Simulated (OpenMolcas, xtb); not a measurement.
## How methods differ on C2H5AlN2 (SMILES C#[C][Al]([NH2])[NH2])

C2H5AlN2 has 10 atoms, charge 0, and is taken as a singlet. As SMILES, `C#[C][Al]([NH2])[NH2]`. The coordinates come from a PBE0-D4/def2-TZVP relaxation.

```xyz
10

C    -2.3681    1.2211    0.8733
C    -1.3459    0.6936    0.4978
Al    0.2657   -0.1380   -0.0942
N     0.2476   -1.8611   -0.4670
N     1.7224    0.8429   -0.2499
H    -3.2691    1.6860    1.2042
H     1.0274   -2.4108   -0.7859
H    -0.5748   -2.4352   -0.3837
H     1.7500    1.8271   -0.0413
H     2.6277    0.5234   -0.5503
```

Each level gives the HOMO–LUMO gap (eV). The values are calculated.

```csv
level,kind,program,value (eV),CPU time
GFN2-xTB,semi-empirical,xtb,4.65,under 2 s
HF/def2-SVP,Hartree–Fock,OpenMolcas,13.64,8 s
SVWN5/def2-SVP,LDA,OpenMolcas,4.43,22 s
revPBE/def2-SVP,GGA,OpenMolcas,4.54,30 s
M06-L/def2-SVP,meta-GGA,OpenMolcas,5.05,39 s
B3LYP/def2-SVP,global hybrid,OpenMolcas,6.34,28 s
B2PLYP/def2-SVP,double hybrid,OpenMolcas,9.36,20 s
```

The values span 4.43 to 13.64 eV. Orbital gaps aren't excitation energies, and those of double hybrids come from the SCF part alone; they tend to grow with the share of exact exchange. CPU times are rough (shared hosts, several kinds of processor): they show what a rung costs within a factor of a few.
